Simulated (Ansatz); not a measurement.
A short molecular-dynamics run on C4H10Cl2GaN (`CC[N](CC)[Ga]([Cl])[Cl]`).

```yaml
crystal:
  periodic: [false, false, false]
  atoms:
    - {symbol: C, position_ang: [0.269025, -1.387548, -1.770385]}
    - {symbol: C, position_ang: [-0.140662, -0.016583, -1.256872]}
    - {symbol: N, position_ang: [0.388226, 0.291455, 0.059770]}
    - {symbol: C, position_ang: [-0.295113, -0.313235, 1.189138]}
    - {symbol: C, position_ang: [-1.586958, 0.393529, 1.566793]}
    - {symbol: Ga, position_ang: [1.811614, 1.366578, 0.279987]}
    - {symbol: Cl, position_ang: [2.589807, 1.751404, 2.223529]}
    - {symbol: Cl, position_ang: [2.751463, 2.280527, -1.397030]}
    - {symbol: H, position_ang: [-0.047013, -2.183405, -1.092364]}
    - {symbol: H, position_ang: [1.354532, -1.447239, -1.879129]}
    - {symbol: H, position_ang: [-0.183196, -1.582928, -2.746074]}
    - {symbol: H, position_ang: [0.199232, 0.746536, -1.962638]}
    - {symbol: H, position_ang: [-1.235109, 0.059420, -1.234838]}
    - {symbol: H, position_ang: [-0.500809, -1.367720, 0.966065]}
    - {symbol: H, position_ang: [0.377755, -0.314479, 2.051251]}
    - {symbol: H, position_ang: [-2.078294, -0.121694, 2.396126]}
    - {symbol: H, position_ang: [-1.384874, 1.421918, 1.875555]}
    - {symbol: H, position_ang: [-2.289636, 0.423445, 0.731124]}
basis:
  gaussian: {orbitals: "6-31G*"}
magnetization: {spin_polarized: true, initial_magnetization: 0}
hamiltonian: {xc: {name: PBE}}
md: {timestep: 1 fs, n_steps: 50, ensemble: nve, temperature: 300, initial_velocities: maxwell_boltzmann, seed: 782}
```

```sh
$ ansatz run in.yaml --threads 4 --pin off --events-out ev --progress --plain --max-ram 41984MiB --backend cpu
```

| step | time (fs) | potential energy (eV) | kinetic (eV) | T (K) | conserved (eV) |
| --- | --- | --- | --- | --- | --- |
| 0 | 0.0 | -83193.5739 | 0.6204 | 300 | -83192.9535 |
| 1 | 1.0 | -83193.5347 | 0.5834 | 282 | -83192.9513 |
| 2 | 2.0 | -83193.4510 | 0.5022 | 243 | -83192.9488 |
| 3 | 3.0 | -83193.3606 | 0.4129 | 200 | -83192.9477 |
| 4 | 4.0 | -83193.2836 | 0.3367 | 163 | -83192.9470 |
| 5 | 5.0 | -83193.2316 | 0.2853 | 138 | -83192.9464 |
| 6 | 6.0 | -83193.2136 | 0.2671 | 129 | -83192.9464 |
| 7 | 7.0 | -83193.2292 | 0.2823 | 137 | -83192.9469 |
| 8 | 8.0 | -83193.2745 | 0.3278 | 158 | -83192.9467 |
| 9 | 9.0 | -83193.3509 | 0.4034 | 195 | -83192.9475 |
| 10 | 10.0 | -83193.4437 | 0.4933 | 239 | -83192.9505 |
| 11 | 11.0 | -83193.5089 | 0.5564 | 269 | -83192.9524 |
| 12 | 12.0 | -83193.5150 | 0.5633 | 272 | -83192.9517 |
| 13 | 13.0 | -83193.4698 | 0.5198 | 251 | -83192.9500 |
| 14 | 14.0 | -83193.3981 | 0.4494 | 217 | -83192.9487 |
| 15 | 15.0 | -83193.3213 | 0.3737 | 181 | -83192.9476 |
| 16 | 16.0 | -83193.2580 | 0.3113 | 151 | -83192.9467 |
| 17 | 17.0 | -83193.2219 | 0.2752 | 133 | -83192.9467 |
| 18 | 18.0 | -83193.2136 | 0.2664 | 129 | -83192.9471 |
| 19 | 19.0 | -83193.2292 | 0.2825 | 137 | -83192.9467 |
| 20 | 20.0 | -83193.2755 | 0.3289 | 159 | -83192.9466 |
| 21 | 21.0 | -83193.3516 | 0.4029 | 195 | -83192.9487 |
| 22 | 22.0 | -83193.4271 | 0.4763 | 230 | -83192.9507 |
| 23 | 23.0 | -83193.4700 | 0.5189 | 251 | -83192.9512 |
| 24 | 24.0 | -83193.4708 | 0.5196 | 251 | -83192.9511 |
| 25 | 25.0 | -83193.4306 | 0.4800 | 232 | -83192.9506 |
| 26 | 26.0 | -83193.3594 | 0.4103 | 198 | -83192.9491 |
| 27 | 27.0 | -83193.2817 | 0.3344 | 162 | -83192.9473 |
| 28 | 28.0 | -83193.2242 | 0.2773 | 134 | -83192.9469 |
| 29 | 29.0 | -83193.1942 | 0.2466 | 119 | -83192.9476 |
| 30 | 30.0 | -83193.1839 | 0.2364 | 114 | -83192.9476 |
| 31 | 31.0 | -83193.1954 | 0.2486 | 120 | -83192.9468 |
| 32 | 32.0 | -83193.2394 | 0.2920 | 141 | -83192.9473 |
| 33 | 33.0 | -83193.3075 | 0.3585 | 173 | -83192.9489 |
| 34 | 34.0 | -83193.3741 | 0.4235 | 205 | -83192.9506 |
| 35 | 35.0 | -83193.4116 | 0.4597 | 222 | -83192.9519 |
| 36 | 36.0 | -83193.3991 | 0.4475 | 216 | -83192.9517 |
| 37 | 37.0 | -83193.3407 | 0.3912 | 189 | -83192.9495 |
| 38 | 38.0 | -83193.2693 | 0.3221 | 156 | -83192.9472 |
| 39 | 39.0 | -83193.2198 | 0.2730 | 132 | -83192.9468 |
| 40 | 40.0 | -83193.1996 | 0.2516 | 122 | -83192.9481 |
| 41 | 41.0 | -83193.1913 | 0.2423 | 117 | -83192.9489 |
| 42 | 42.0 | -83193.1838 | 0.2356 | 114 | -83192.9481 |
| 43 | 43.0 | -83193.1890 | 0.2417 | 117 | -83192.9472 |
| 44 | 44.0 | -83193.2222 | 0.2752 | 133 | -83192.9470 |
| 45 | 45.0 | -83193.2855 | 0.3371 | 163 | -83192.9484 |
| 46 | 46.0 | -83193.3556 | 0.4044 | 196 | -83192.9513 |
| 47 | 47.0 | -83193.3892 | 0.4366 | 211 | -83192.9526 |
| 48 | 48.0 | -83193.3668 | 0.4161 | 201 | -83192.9507 |
| 49 | 49.0 | -83193.3160 | 0.3682 | 178 | -83192.9479 |
| 50 | 50.0 | -83193.2791 | 0.3321 | 161 | -83192.9470 |

Velocities are drawn at the set temperature; a run this short doesn't reach equilibrium.

Frames (Å, forces in eV/Å):

```xyz
18
time=0.0 fs
C     0.269   -1.388   -1.770    0.009   -0.029   -0.021
C    -0.141   -0.017   -1.257    0.002   -0.015   -0.194
N     0.388    0.291    0.060   -0.035   -0.027   -0.006
C    -0.295   -0.313    1.189   -0.050   -0.024    0.188
C    -1.587    0.394    1.567   -0.030    0.015    0.018
Ga    1.812    1.367    0.280    0.051    0.040    0.009
Cl    2.590    1.751    2.224    0.185    0.088    0.422
Cl    2.751    2.281   -1.397    0.212    0.211   -0.361
H    -0.047   -2.183   -1.092   -0.103   -0.293    0.219
H     1.355   -1.447   -1.879    0.367   -0.030   -0.038
H    -0.183   -1.583   -2.746   -0.155   -0.075   -0.329
H     0.199    0.747   -1.963    0.111    0.270   -0.229
H    -1.235    0.059   -1.235   -0.374    0.045    0.020
H    -0.501   -1.368    0.966   -0.050   -0.365   -0.086
H     0.378   -0.314    2.051    0.240   -0.006    0.283
H    -2.078   -0.122    2.396   -0.175   -0.173    0.278
H    -1.385    1.422    1.876    0.058    0.350    0.104
H    -2.290    0.423    0.731   -0.262    0.019   -0.275
18
time=5.0 fs
C     0.255   -1.375   -1.753    0.874   -2.065   -1.689
C    -0.143   -0.024   -1.254   -1.350    1.626    0.016
N     0.378    0.334    0.069   -0.697   -1.177    0.028
C    -0.280   -0.327    1.188   -0.468    0.510    0.917
C    -1.602    0.374    1.573   -0.793    0.382   -0.199
Ga    1.814    1.361    0.279    0.641    0.410   -0.023
Cl    2.589    1.752    2.232    0.142    0.079    0.284
Cl    2.762    2.286   -1.413    0.066    0.088   -0.110
H    -0.109   -2.282   -1.203    0.259    0.773    0.358
H     1.353   -1.476   -1.917   -0.050    0.151    0.774
H    -0.044   -1.668   -2.797   -0.586    0.883    0.333
H     0.185    0.838   -1.882   -0.017   -0.713   -0.445
H    -1.283    0.087   -1.233    0.950   -0.221    0.029
H    -0.510   -1.395    0.953    0.266    0.316    0.052
H     0.362   -0.299    2.100    0.038   -0.173   -0.433
H    -2.052   -0.132    2.457    0.026    0.193   -0.277
H    -1.552    1.479    1.776    0.603   -0.678    0.181
H    -2.338    0.348    0.738    0.095   -0.384    0.203
18
time=10.0 fs
C     0.257   -1.395   -1.763    0.852    0.263   -0.614
C    -0.161   -0.005   -1.251    1.156    0.032    0.087
N     0.357    0.358    0.078   -0.489   -1.027   -0.184
C    -0.275   -0.329    1.201   -0.987    1.021    0.181
C    -1.629    0.358    1.575   -0.209   -1.082   -0.549
Ga    1.819    1.358    0.279    0.702    0.489   -0.130
Cl    2.588    1.754    2.242    0.107    0.054    0.157
Cl    2.773    2.292   -1.430   -0.050   -0.034    0.110
H    -0.132   -2.253   -1.218   -0.201   -0.140    0.583
H     1.363   -1.477   -1.800   -0.104    0.028    0.286
H    -0.037   -1.579   -2.807   -0.355    0.308   -0.192
H     0.177    0.803   -1.912    0.113   -0.161   -0.466
H    -1.225    0.078   -1.223   -1.410    0.033    0.032
H    -0.470   -1.382    0.945    0.048   -0.172   -0.012
H     0.372   -0.316    2.083    0.324    0.011    0.169
H    -2.032   -0.114    2.481   -0.135   -0.009    0.184
H    -1.587    1.435    1.721    0.473    0.430    0.182
H    -2.381    0.199    0.769    0.166   -0.042    0.176
18
time=15.0 fs
C     0.271   -1.414   -1.785   -0.882    1.138    1.388
C    -0.171    0.016   -1.246   -1.096   -0.838   -0.418
N     0.329    0.366    0.083    0.157   -0.086   -0.549
C    -0.288   -0.315    1.221   -0.218   -0.219    0.014
C    -1.659    0.326    1.571    0.782   -0.368    0.829
Ga    1.827    1.355    0.277    0.376    0.387   -0.236
Cl    2.589    1.756    2.254    0.072    0.019    0.021
Cl    2.784    2.298   -1.446   -0.140   -0.150    0.295
H    -0.180   -2.210   -1.138    0.042    0.189   -0.680
H     1.360   -1.472   -1.621    0.063   -0.126   -0.668
H    -0.099   -1.419   -2.833    0.495   -0.634    0.270
H     0.185    0.720   -2.031   -0.150    0.202    0.552
H    -1.332    0.067   -1.215    1.432    0.013   -0.217
H    -0.415   -1.386    0.941   -0.130    0.127    0.173
H     0.430   -0.329    2.074   -0.379    0.278   -0.151
H    -2.033   -0.088    2.530    0.091    0.089   -0.049
H    -1.524    1.427    1.697   -0.318   -0.447   -0.265
H    -2.403    0.037    0.823   -0.199    0.424   -0.308
18
time=20.0 fs
C     0.272   -1.410   -1.782   -0.419    1.715    1.304
C    -0.191    0.020   -1.250    2.049   -1.195   -0.513
N     0.303    0.372    0.081    0.510    0.395   -0.272
C    -0.305   -0.303    1.239    0.068   -0.647   -0.810
C    -1.677    0.284    1.578    0.122   -0.432    0.201
Ga    1.835    1.355    0.275   -0.015    0.186   -0.303
Cl    2.590    1.758    2.265    0.028   -0.013   -0.117
Cl    2.794    2.303   -1.459   -0.201   -0.227    0.424
H    -0.234   -2.158   -1.172   -0.184   -0.624   -0.152
H     1.363   -1.492   -1.585   -0.254   -0.082   -0.649
H    -0.067   -1.394   -2.825    0.401   -0.681   -0.179
H     0.170    0.693   -2.046    0.033    0.560    0.478
H    -1.247    0.063   -1.247   -1.760    0.111   -0.053
H    -0.388   -1.376    0.973   -0.130   -0.093    0.144
H     0.425   -0.282    2.056   -0.125    0.291    0.386
H    -2.021   -0.049    2.575    0.000   -0.081   -0.065
H    -1.522    1.366    1.624   -0.470    0.356   -0.126
H    -2.448   -0.028    0.831    0.347    0.463    0.302
18
time=25.0 fs
C     0.261   -1.376   -1.755   -0.740   -0.580   -0.552
C    -0.189    0.003   -1.262   -1.097    0.340   -0.179
N     0.284    0.383    0.074    0.212   -0.073    0.233
C    -0.321   -0.303    1.243    0.671   -0.162   -0.211
C    -1.689    0.238    1.593    0.141    1.411    0.082
Ga    1.844    1.354    0.272   -0.196    0.038   -0.258
Cl    2.591    1.760    2.276   -0.025   -0.031   -0.266
Cl    2.802    2.306   -1.471   -0.247   -0.265    0.504
H    -0.304   -2.206   -1.263    0.476    0.290    0.046
H     1.342   -1.535   -1.679    0.264    0.022    0.416
H     0.054   -1.513   -2.840   -0.182    0.274    0.208
H     0.161    0.785   -1.960    0.013   -0.075   -0.040
H    -1.349    0.074   -1.294    1.376   -0.127    0.103
H    -0.387   -1.387    1.038    0.151   -0.121    0.034
H     0.375   -0.172    2.101   -0.212   -0.061   -0.153
H    -2.009   -0.027    2.609   -0.083   -0.186    0.025
H    -1.623    1.349    1.527   -0.051   -0.182    0.332
H    -2.456   -0.010    0.868   -0.471   -0.512   -0.326
18
time=30.0 fs
C     0.241   -1.353   -1.738    1.422   -1.795   -1.721
C    -0.199   -0.007   -1.277    1.182    1.650    0.367
N     0.270    0.393    0.070    0.113   -0.449    0.593
C    -0.325   -0.306    1.243    0.311    0.231    0.060
C    -1.704    0.215    1.605   -1.464    0.485   -0.919
Ga    1.852    1.354    0.268   -0.335   -0.108   -0.182
Cl    2.592    1.762    2.285   -0.067   -0.042   -0.386
Cl    2.809    2.308   -1.478   -0.267   -0.272    0.540
H    -0.293   -2.218   -1.325   -0.047    0.073    0.697
H     1.345   -1.562   -1.688   -0.471    0.384    0.737
H     0.131   -1.574   -2.826   -0.558    0.772    0.012
H     0.157    0.859   -1.887   -0.023   -0.734   -0.432
H    -1.268    0.065   -1.319   -1.251    0.051    0.138
H    -0.354   -1.415    1.111    0.219    0.304   -0.056
H     0.293   -0.073    2.127    0.331   -0.251   -0.119
H    -2.011   -0.047    2.638    0.060   -0.108   -0.283
H    -1.735    1.314    1.500    0.296    0.084    0.363
H    -2.518   -0.084    0.879    0.547   -0.274    0.592
18
time=35.0 fs
C     0.242   -1.361   -1.749   -0.072   -0.581    0.079
C    -0.197    0.010   -1.283   -1.178    0.264    1.016
N     0.258    0.396    0.076    0.430   -0.116    0.027
C    -0.323   -0.303    1.243   -0.036    1.088    0.439
C    -1.740    0.201    1.604    0.332   -0.223   -0.012
Ga    1.858    1.354    0.264   -0.477   -0.172   -0.083
Cl    2.593    1.763    2.292   -0.086   -0.053   -0.467
Cl    2.814    2.308   -1.482   -0.263   -0.269    0.531
H    -0.281   -2.200   -1.250   -0.123    0.237    0.011
H     1.298   -1.517   -1.541    0.634    0.036   -0.008
H     0.091   -1.480   -2.826   -0.108   -0.013   -0.302
H     0.161    0.810   -1.926    0.174    0.183   -0.621
H    -1.336    0.061   -1.311    0.863    0.093    0.074
H    -0.276   -1.399    1.168   -0.062   -0.214   -0.232
H     0.280   -0.026    2.124    0.352   -0.127   -0.064
H    -2.004   -0.096    2.626    0.078   -0.088    0.274
H    -1.790    1.298    1.549    0.047    0.064   -0.068
H    -2.508   -0.230    0.974   -0.505   -0.108   -0.592
18
time=40.0 fs
C     0.246   -1.379   -1.760    0.155    0.934    1.118
C    -0.208    0.035   -1.274    0.488   -0.078   -0.454
N     0.253    0.398    0.082    0.803    0.555   -0.535
C    -0.320   -0.282    1.252    0.084    0.208    0.277
C    -1.776    0.182    1.599    0.295   -1.241    0.307
Ga    1.863    1.353    0.259   -0.569   -0.156   -0.024
Cl    2.593    1.764    2.295   -0.090   -0.070   -0.518
Cl    2.818    2.306   -1.483   -0.233   -0.259    0.503
H    -0.299   -2.144   -1.168   -0.024   -0.100   -0.591
H     1.324   -1.458   -1.411   -0.651   -0.161   -1.075
H     0.031   -1.387   -2.862    0.507   -0.663    0.685
H     0.184    0.762   -2.059   -0.355   -0.275    1.034
H    -1.310    0.082   -1.288   -0.130    0.173   -0.062
H    -0.215   -1.398    1.176   -0.365    0.401   -0.115
H     0.338   -0.011    2.105   -0.198   -0.004   -0.074
H    -1.977   -0.156    2.645    0.055    0.205   -0.271
H    -1.834    1.289    1.586   -0.233   -0.355   -0.301
H    -2.549   -0.369    0.989    0.460    0.886    0.097
18
time=45.0 fs
C     0.249   -1.380   -1.749   -1.504    1.581    1.262
C    -0.212    0.055   -1.268   -0.234   -1.692    0.637
N     0.262    0.408    0.079    0.657    0.698   -0.373
C    -0.317   -0.254    1.265   -0.307    0.396   -0.580
C    -1.801    0.141    1.601    1.713   -0.074    0.359
Ga    1.867    1.351    0.254   -0.499   -0.047    0.096
Cl    2.592    1.765    2.294   -0.085   -0.081   -0.544
Cl    2.819    2.302   -1.480   -0.184   -0.235    0.425
H    -0.331   -2.120   -1.197   -0.002   -0.564   -0.043
H     1.285   -1.438   -1.485    1.138   -0.401   -0.069
H     0.065   -1.433   -2.810    0.026   -0.401   -0.770
H     0.161    0.705   -2.030    0.479    1.261   -0.380
H    -1.316    0.140   -1.277   -0.011   -0.057   -0.065
H    -0.228   -1.342    1.155   -0.154   -0.405   -0.037
H     0.365    0.005    2.084   -0.199    0.123    0.396
H    -1.945   -0.183    2.635   -0.320   -0.065    0.340
H    -1.926    1.227    1.561   -0.065    0.256   -0.075
H    -2.535   -0.354    0.986   -0.451   -0.291   -0.578
18
time=50.0 fs
C     0.233   -1.355   -1.720    0.654   -0.808   -1.132
C    -0.214    0.051   -1.258    0.097    0.789   -0.902
N     0.281    0.430    0.072   -0.246    0.098    0.442
C    -0.319   -0.222    1.268    0.013   -0.580   -0.371
C    -1.800    0.097    1.608   -0.260    0.794   -0.581
Ga    1.868    1.350    0.249   -0.181    0.146    0.229
Cl    2.591    1.765    2.290   -0.081   -0.086   -0.559
Cl    2.820    2.296   -1.474   -0.120   -0.188    0.333
H    -0.345   -2.194   -1.249    0.564    0.459    0.120
H     1.368   -1.495   -1.603   -1.286    0.123    0.383
H     0.114   -1.556   -2.838   -0.278    0.625    0.904
H     0.192    0.834   -1.993   -0.427   -0.858    0.702
H    -1.341    0.185   -1.279    0.776   -0.293    0.002
H    -0.276   -1.335    1.130    0.245    0.340    0.177
H     0.336    0.040    2.128   -0.310   -0.115   -0.168
H    -1.978   -0.214    2.662   -0.181   -0.017   -0.457
H    -2.025    1.190    1.521    0.349   -0.303    0.289
H    -2.558   -0.360    0.907    0.675   -0.128    0.588
```

Hardware: 4 threads of an AMD EPYC 7R13 on a shared host. Wall time 3.4 min, peak host memory 0.95 GiB.
